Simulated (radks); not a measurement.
Spherical quantum dot in the effective-mass picture: electrons in a hard-walled sphere of radius 4.13, all in effective atomic units (hartree* = m*/eps^2 hartree, bohr* = eps/m* bohr), one dielectric constant everywhere. Calculated with a radial shooting solver with Libxc functionals: non-relativistic Kohn-Sham, LDA (Slater exchange, Perdew-Wang correlation), spin-polarised, spherical densities. Levels are named by radial order and angular momentum (1s, 1p, 1d, 2s, ...), and open shells are averaged over m.

N = 14, configuration 1s2 1p6 1d(up 5, down 1). This is the lowest configuration that the search found. Occupied and some empty levels:

| level | occupation | eigenvalue (hartree*) | <r> (bohr*) |
|---|---|---|---|
| 1s up | 1 | 4.5829 | 2.680 |
| 1s down | 1 | 4.6370 | 2.663 |
| 1p up | 3 | 4.7512 | 2.816 |
| 1p down | 3 | 4.8082 | 2.809 |
| 1d up | 5 | 5.0320 | 2.925 |
| 1d down | 1 | 5.0907 | 2.923 |
| 1f up | 0 | 5.4098 | 3.014 |
| 1f down | 0 | 5.4692 | 3.014 |
| 2s up | 0 | 5.5888 | 1.876 |
| 2s down | 0 | 5.6153 | 1.875 |
| 2p up | 0 | 6.1055 | 2.175 |
| 2p down | 0 | 6.1400 | 2.170 |

Energy (hartree*): total 38.0726, kinetic 11.421, external 0, Hartree 31.594, exchange-correlation -4.9420.

Electron density:

| r (bohr*) | n(r) (e/bohr*^3) |
|---|---|
| 0.219 | 0.006382 |
| 0.424 | 0.007472 |
| 0.630 | 0.009413 |
| 0.836 | 0.01242 |
| 1.04 | 0.01676 |
| 1.25 | 0.02272 |
| 1.45 | 0.03053 |
| 1.66 | 0.04022 |
| 1.86 | 0.05166 |
| 2.07 | 0.06411 |
| 2.27 | 0.07643 |
| 2.48 | 0.08666 |
| 2.69 | 0.09237 |
| 2.89 | 0.09120 |
| 3.10 | 0.08161 |
| 3.30 | 0.06418 |
| 3.51 | 0.04193 |
| 3.71 | 0.02037 |
| 3.92 | 0.005303 |
| 4.13 | 0.00001127 |
